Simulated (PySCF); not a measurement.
**Cu: excitation energy**

Cu [Ar] 3d10 4s1 (2S) → Cu [Ar] 3d9 4s2 (2D), as a difference of total energies. All numbers are calculated (PySCF 2.14, no relativity, point nucleus, in def2-TZVPPD (6s6p4d2f1g, 67 functions)). Correlated levels: valence: [Ar] frozen. The calculations carry no spin-orbit coupling.

```json
{"method": "UHF", "excitation energy (cm⁻¹)": "1987.5"}
{"method": "MP2 (valence)", "excitation energy (cm⁻¹)": "21590"}
{"method": "SCS-MP2 (valence)", "excitation energy (cm⁻¹)": "17735"}
{"method": "CCSD (valence)", "excitation energy (cm⁻¹)": "12259"}
{"method": "CCSD(T) (valence)", "excitation energy (cm⁻¹)": "13419"}
```

These non-relativistic numbers lack the scalar-relativistic shift.

Errors of the correlated levels include the incompleteness of this basis and the frozen core.

For comparison: 12020 cm⁻¹ (measured; NIST levels, between the centres of gravity of the two terms).
